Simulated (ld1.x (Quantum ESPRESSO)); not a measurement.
## Reading a pseudo-wave (Mn (Z = 25))

Columns: radius, all-electron u(r) and pseudo u(r) of the 4p shell (level -1.37 eV) of manganese in the configuration [Ar] 3d5 4s2 4p0; PBE, scalar-relativistic, RRKJ scheme, ld1.x (Quantum ESPRESSO) 7.5.

```tsv
r (bohr)	all-electron	pseudo
0.178	0.0964	0.0023
0.355	-0.0451	0.0094
0.533	-0.1570	0.0219
0.710	-0.1724	0.0404
0.888	-0.1233	0.0655
1.065	-0.0454	0.0973
1.243	0.0402	0.1356
1.420	0.1220	0.1788
1.598	0.1962	0.2257
1.775	0.2604	0.2735
1.953	0.3153	0.3201
2.130	0.3609	0.3627
2.308	0.3983	0.3999
2.485	0.4279	0.4301
2.662	0.4507	0.4532
2.840	0.4676	0.4697
3.018	0.4789	0.4802
3.195	0.4855	0.4860
3.373	0.4881	0.4882
3.550	0.4872	0.4872
3.728	0.4834	0.4834
3.905	0.4772	0.4772
4.083	0.4691	0.4691
4.260	0.4594	0.4594
4.438	0.4485	0.4485
4.615	0.4368	0.4368
```

Task: How many radial nodes do the two functions have?

Result: The all-electron 4p function has n − l − 1 = 2; the pseudo-wave has 0, since the states of the same l below it are removed with the core.

Task: At about which radius was the pseudo-wave matched?

Result: 3.55 bohr, where the columns begin to agree (steps of 0.18 bohr).

Task: Where does each function peak?

Result: Outermost all-electron maximum near 3.37 bohr, pseudo maximum near 3.37 bohr (to the table’s step).

Task: Is the pseudo-wave norm-conserving?

Result: Yes: the RRKJ scheme keeps the norm inside the radius equal to the all-electron one, which fixes the energy derivative of the logarithmic derivative at the level.
